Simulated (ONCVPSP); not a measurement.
Which change was made? (Sn, ONCV)

Sn, optimised norm-conserving Vanderbilt (ONCV), made with ONCVPSP 4.0.1 (BLYP, scalar-relativistic). Core [Kr], reference 4d10 5s2 5p2. Waves: 5s: rc 1.80 bohr, ncon 3, nbas 7, qcut 2.9 1/bohr, 1 projector; 5p: rc 2.70 bohr, ncon 3, nbas 6, qcut 2.6 1/bohr, 2 projectors, debl 3 Ha; 4d: rc 1.45 bohr, ncon 4, nbas 8, qcut 9.2 1/bohr, 1 projector. Local part: polynomial inside 1.15 bohr (lpopt 5, dvloc0 2 Ha). Core correction: none.

Cutoffs, loose and tight: the cutoffs (Ha) at which the residual kinetic energy of the hardest occupied pseudo-wave falls to 1 and 0.1 mHa per electron. They do not see the model core or the augmentation charge, which bear on the density cutoff. Test errors are all-electron minus pseudo excitation energies from the reference, over the configurations 4d10 5s2 5p1; 4d10 5s2 5p0; 4d10 5s1 5p0; 4d9 5s2 5p3; variants that change the core or the reference have their own tests.

The base gives: outcome: generated; cutoff, loose: 36 Ha; cutoff, tight: 41 Ha; bound ghosts: s; GHOST(+) flags above zero: p; largest test error (meV): -94.

Problem. After one change the result is: outcome: generated; cutoff, loose: 45 Ha; cutoff, tight: 53 Ha; bound ghosts: none; GHOST(+) flags above zero: s; largest test error (meV): -12. Which change was it?
A. s: qcut 2.2; p: qcut 2; d: qcut 7
B. core [Ar] 3d10, valence charge 22; reference 4s2 4p6 4d10 5s2 5p2; waves now 4s+5s: rc 1.35 bohr, ncon 4, nbas 7, qcut 11.4 1/bohr, 3 projectors, debl 1.8 Ha; 4p+5p: rc 1.75 bohr, ncon 3, nbas 6, qcut 9.1 1/bohr, 2 projectors; 4d: rc 1.35 bohr, ncon 5, nbas 9, qcut 11.8 1/bohr, local; local potential the d channel
C. all radii scaled by about 1.16 (s 2.08, p 3.12, d 1.68 bohr); local potential polynomial inside 1.32 bohr (lpopt 5, dvloc0 2 Ha)

Solution. B. The others give: all radii scaled by about 1.16 (s 2.08, p 3.12, d 1.68 bohr); local potential polynomial inside 1.32 bohr (lpopt 5, dvloc0 2 Ha) → outcome: generated; cutoff, loose: 32 Ha; cutoff, tight: 37 Ha; bound ghosts: s; GHOST(+) flags above zero: p; largest test error (meV): -70 | s: qcut 2.2; p: qcut 2; d: qcut 7 → outcome: generated; cutoff, loose: 96 Ha; cutoff, tight: 116 Ha; bound ghosts: s; GHOST(+) flags above zero: p; largest test error (meV): -54.
